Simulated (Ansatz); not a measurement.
Geometry optimisation, UKS r2SCANh/def2-SVP (Ansatz).

The input (input.yaml):

```yaml
crystal:
  periodic: [false, false, false]
  atoms:
    - { symbol: F, position_ang: [-0.457, 2.5416, 0.2343] }
    - { symbol: C, position_ang: [-0.1622, 1.3594, -0.2536] }
    - { symbol: C, position_ang: [-0.2563, 0.2964, 0.5296] }
    - { symbol: Al, position_ang: [0.3444, -1.4934, -0.1059] }
    - { symbol: H, position_ang: [0.172, 1.2616, -1.3009] }
    - { symbol: H, position_ang: [-0.72299, 0.51765, -0.65988] }
    - { symbol: H, position_ang: [0.7876, -1.7002, -1.6051] }
    - { symbol: H, position_ang: [0.2175, -2.7409, 0.8755] }
magnetization:
  spin_polarized: true
basis:
  gaussian: { orbitals: def2-SVP }
hamiltonian:
  xc: r2scanh
relax:
  f_tol: 0.02
  max_steps: 50
```

Launched with:

```bash
$ ansatz run input.yaml --threads 2 --pin off --max-ram 3072MiB --backend cpu --events-out ev --progress --plain --runs-dir out
```

Where does it end, and by what steps?

It converged. After 18 steps the energy has fallen by 4.422 eV; F1 moved furthest, 1.46 Å. Parted: C2–H6 (1.09 → 2.03 Å).

| step | energy less start (eV) | largest force component (eV/Å) | accepted |
| --- | --- | --- | --- |
| 0 | 0.0000 | 3.913 | yes |
| 1 | -0.7757 | 2.251 | yes |
| 2 | -1.1290 | 1.294 | yes |
| 3 | -1.3955 | 1.821 | yes |
| 4 | -1.7742 | 1.938 | yes |
| 5 | -2.2066 | 2.354 | yes |
| 6 | -2.6730 | 2.489 | yes |
| 7 | -3.0381 | 2.072 | yes |
| 8 | -3.4625 | 2.752 | yes |
| 9 | -3.7774 | 1.818 | yes |
| 10 | -4.0507 | 1.449 | yes |
| 11 | -4.2612 | 0.781 | yes |
| 12 | -4.3571 | 0.439 | yes |
| 13 | -4.3960 | 0.592 | yes |
| 14 | -4.4049 | 0.783 | yes |
| 15 | -4.4193 | 0.155 | yes |
| 16 | -4.4209 | 0.071 | yes |
| 17 | -4.4205 | 0.170 | no |
| 18 | -4.4215 | 0.006 | yes |

```xyz
8
Properties=species:S:1:pos:R:3
F 0.014 1.480 1.120
C -0.121 1.417 -0.206
C -0.092 0.265 -0.882
Al 0.140 -1.499 -0.101
H -0.257 2.422 -0.624
H -0.221 0.399 -1.962
H 0.092 -2.744 -1.083
H 0.368 -1.698 1.453
```

Whether the end is a true minimum wasn't checked by a vibrational analysis.

Time of the run: 70 s on 2 threads of Intel(R) Xeon(R) Platinum 8259CL CPU @ 2.50GHz (Skylake/Cascade Lake), on a shared host, peak memory 0.29 GiB.
